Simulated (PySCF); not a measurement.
pyrimidine-2-carbonitrile (C5H3N3), SMILES c1(ncccn1)C#N.

Geometry: PBE-D3(BJ)/def2-SVP.

Level of theory: PBE-D3(BJ)/def2-SVP (PySCF).

Frequencies are harmonic and unscaled.

| mode | ν (cm⁻¹) | IR (km/mol) | moving atoms (share of kinetic energy) |
|---|---|---|---|
| 1 | 126 | 0.2 | N 56 %, C 36 % |
| 2 | 171 | 0.4 | N 69 %, C 27 % |
| 3 | 340 | 4.4 | C 67 %, N 20 %, H 13 % |
| 4 | 386 | 0.0 | N 51 %, C 31 %, H 18 % |
| 5 | 500 | 0.6 | C 54 %, N 44 % |
| 6 | 565 | 8.5 | C 66 %, N 32 % |
| 7 | 577 | 7.3 | C 67 %, H 24 %, N 9 % |
| 8 | 635 | 3.7 | C 63 %, N 32 % |
| 9 | 795 | 6.0 | H 64 %, C 24 %, N 12 % |
| 10 | 799 | 6.3 | C 56 %, N 38 % |
| 11 | 825 | 20.3 | C 65 %, N 20 %, H 16 % |
| 12 | 966 | 0.0 | H 70 %, C 29 % |
| 13 | 982 | 2.3 | N 69 %, C 28 % |
| 14 | 985 | 0.1 | H 66 %, C 34 % |
| 15 | 1066 | 0.0 | C 57 %, H 38 % |
| 16 | 1077 | 1.5 | H 74 %, C 15 %, N 11 % |
| 17 | 1248 | 6.9 | H 65 %, C 24 %, N 11 % |
| 18 | 1273 | 8.6 | C 67 %, H 25 % |
| 19 | 1295 | 1.5 | C 62 %, N 37 % |
| 20 | 1408 | 103.7 | C 36 %, N 33 %, H 32 % |
| 21 | 1410 | 0.9 | C 50 %, H 40 %, N 10 % |
| 22 | 1564 | 80.8 | C 79 %, N 14 % |
| 23 | 1580 | 60.1 | C 65 %, N 27 %, H 8 % |
| 24 | 2293 | 2.5 | C 63 %, N 37 % |
| 25 | 3089 | 10.7 | H 92 %, C 8 % |
| 26 | 3091 | 11.6 | H 91 %, C 9 % |
| 27 | 3146 | 2.1 | H 91 %, C 9 % |
